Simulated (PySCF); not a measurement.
Potential energy curve for KCl, singlet.

Levels of theory: UKS-BHandHLYP = unrestricted BHandHLYP/def2-TZVP in PySCF; UKS-r2SCAN = unrestricted r2SCAN/def2-TZVP (PySCF); UKS-M06-2X = unrestricted M06-2X/def2-TZVP in PySCF.

Magnitude of the dipole moment (D; its direction can reverse along the curve, and a method can change to another solution) and Mulliken charge of the fragment that holds K1:

```tsv
R / Å	μ UKS-BHandHLYP	q UKS-BHandHLYP	μ UKS-r2SCAN	q UKS-r2SCAN	μ UKS-M06-2X	q UKS-M06-2X
2.13	7.59	0.68	7.44	0.67	7.59	0.67
2.31	8.52	0.69	8.40	0.68	8.53	0.68
2.40	8.96	0.70	8.85	0.69	8.98	0.69
2.50	9.46	0.71	9.35	0.70	9.46	0.70
2.58	9.84	0.72	9.74	0.71	9.85	0.71
2.68	10.33	0.73	10.22	0.71	10.33	0.72
2.79	10.86	0.74	10.75	0.72	10.85	0.73
2.85	11.15	0.74	11.04	0.73	11.14	0.73
2.97	11.73	0.75	11.61	0.73	11.72	0.74
3.08	12.27	0.75	12.14	0.74	12.26	0.75
3.36	13.65	0.77	13.48	0.75	13.65	0.77
3.63	14.99	0.79	14.78	0.76	15.01	0.78
4.07	17.22	0.81	16.87	0.79	17.26	0.82
4.46	19.20	0.84	18.63	0.80	19.25	0.84
4.80	20.92	0.86	19.95	0.81	20.95	0.86
5.34	23.53	0.89	20.01	0.76	23.54	0.89
5.95	25.95	0.89	20.12	0.71	26.24	0.90
6.50	25.25	0.81	20.57	0.68	28.41	0.90
7.26	25.06	0.72	21.50	0.64	31.13	0.89
8.00	25.22	0.66	22.63	0.61	33.50	0.87
```

The unrestricted determinant behind UKS-BHandHLYP is spin-contaminated at 6.50 to 8.00 Å (<S²> up to 0.3, against 0.00 for a pure singlet). At the longest distance UKS-BHandHLYP, UKS-r2SCAN, UKS-M06-2X leaves fractional charges on the fragments, a sign of delocalisation error or of the restricted form. The unrestricted determinant behind UKS-r2SCAN is spin-contaminated at 5.34 to 8.00 Å (<S²> up to 0.4, against 0.00 for a pure singlet). The unrestricted determinant behind UKS-M06-2X is spin-contaminated at 8.00 Å (<S²> up to 0.1, against 0.00 for a pure singlet).
